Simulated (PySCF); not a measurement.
## Manganese: a sound run and one with changed settings

Sound run: Mn⁺ [Ar] 3d5 4s1, Mn²⁺ [Ar] 3d5. All numbers are calculated (PySCF 2.14, the non-relativistic Hamiltonian (point nucleus), in cc-pVDZ (6s5p3d1f, 43 functions)). In the sound run the correlated levels freeze [Ar]. The sound run starts from symmetry-adapted Hartree-Fock orbitals and uses a fine grid where one is needed.

Changed run: basis STO-3G. This setting is unsound on purpose.

```
species  method  sound run (hartree)  changed run (hartree)  converged
    Mn⁺     UHF          -1149.64787            -1137.50099        yes
    Mn⁺    TPSS          -1150.75243            -1138.36747        yes
    Mn⁺   M06-L          -1150.67777            -1138.34404        yes
    Mn⁺     MP2          -1149.71485            -1137.50111        yes
   Mn²⁺     UHF          -1149.10697            -1137.01113        yes
   Mn²⁺    TPSS          -1150.17326            -1137.85672        yes
   Mn²⁺   M06-L          -1150.11961            -1137.88540        yes
   Mn²⁺     MP2          -1149.16011            -1137.01122        yes
```

Ionisation energy of Mn⁺:

```
 method  sound run (eV)  changed run (eV)
    UHF          14.718            13.330
   TPSS          15.760            13.898
  M06-L          15.188            12.480
    MP2          15.095            13.331
SCS-MP2          14.844            13.330
```

A minimal basis cannot let orbitals breathe on ionisation and holds almost no correlation.

For comparison, NIST gives 15.640 eV between the lowest levels.
